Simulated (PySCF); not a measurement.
## Exercise with solution: chemical shift, span and skew from a shielding tensor

C2H4BFO2, SMILES O1CB(OC1)F. Atoms are numbered in the order given.

```xyz
10

F     -1.6289     1.1342    -0.7698
B     -0.6272     0.4166    -0.3002
C     -0.5988    -1.0840     0.1864
O      0.6835    -1.1357     0.8010
C      1.4685    -0.1192     0.2679
O      0.6189     0.9222    -0.1782
H     -0.6849    -1.8066    -0.6517
H     -1.3675    -1.3530     0.9269
H      2.1463     0.2621     1.0476
H      2.0645    -0.4669    -0.6011
```

Coordinates come from a PBE0-D3(BJ)/def2-SVP optimisation. The structure was generated by enumeration, and PubChem lists no compound with its InChIKey, so it may never have been made. One conformer was computed; it need not be the lowest.

GIAO shieldings from PBE/pcSseg-1 (PySCF), non-relativistic, no solvent. The symmetric part of the tensor of F1 has the principal values 106.0, 269.1, 445.9 ppm. The same nucleus in CFCl3 has σ = 133.6 ppm at this level (PySCF, at its B3LYP-D3(BJ)/def2-TZVP geometry).

Work out the isotropic shielding, the ¹⁹F shift against CFCl3, the span and the skew.


σ(iso) = (σ11 + σ22 + σ33)/3 = 273.7 ppm. δ = σ(ref) − σ(iso) = 133.6 − (273.7) = -140.1 ppm.
Span Ω = σ33 − σ11 = 339.9 ppm. Skew κ = 3(σ(iso) − σ22)/Ω = 0.04. Tumbling in solution averages the tensor to δ; in a static solid the shielding alone would spread this spin-1/2 line over Ω.
